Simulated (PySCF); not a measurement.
Si(Me)(OMe)2(SeH), SMILES CO[Si](C)([SeH])OC at its GFN2-xTB optimised geometry (Å):

```
17

C     -1.9402    -0.2770    -0.7909
O     -0.6791     0.3225    -0.8761
Si     0.6339    -0.0524     0.0000
C      0.5035     0.6244     1.7781
Se     0.8973    -2.3204     0.0000
O      1.9498     0.4365    -0.7971
C      2.3104     1.7534    -1.1061
H     -2.4753    -0.0666    -1.7164
H     -2.4982     0.1276     0.0562
H     -1.8448    -1.3606    -0.6669
H     -0.2629     0.1033     2.3448
H      0.2511     1.6816     1.7739
H      1.4409     0.5068     2.3134
H      2.3222    -2.3204     0.0000
H      2.4982     2.3204    -0.1923
H      1.5207     2.2447    -1.6747
H      3.2212     1.7134    -1.7030
```

Calculation: CAM-B3LYP/def2-SVP (PySCF).

Map of the deformation density (molecule minus spherical neutral atoms) (e/bohr³) on the plane z = 1.2 Å:

```
|111111111111111111111111111|
|111111111111111111111111111|
|111111111111111111111111111|
|111111111111111111111111111|
|111111111111111111111111111|
|111111111111111111111111111|
|111111111111000001111111111|
|111111111110000000011111111|
|111111111110011100001111111|
|111111111100023100001111111|
|111111111100013200000111111|
|111111111000016620000111111|
|111111111000039941000111111|
|111111000000025530000111111|
|111111111000001100001111111|
|111111111100000000001111111|
|111111111110000000001111111|
|111111111111001111011111111|
|111111111111111111111111111|
|111111111111111221111111111|
|111111111111112221111111111|
|111111111111112221111111111|
|111111111111111111111111111|
|111111111111111111111111111|
|111111111111111111111111111|
|111111111111111111111111111|
|111111111111111111111111111|
```
Scale: ten equal steps from -0.008 (start of '0') to 0.056 (end of '9'), in the order '0123456789'; x runs from -4.50 to 4.50, y from -4.50 (bottom) to 4.50 (top).
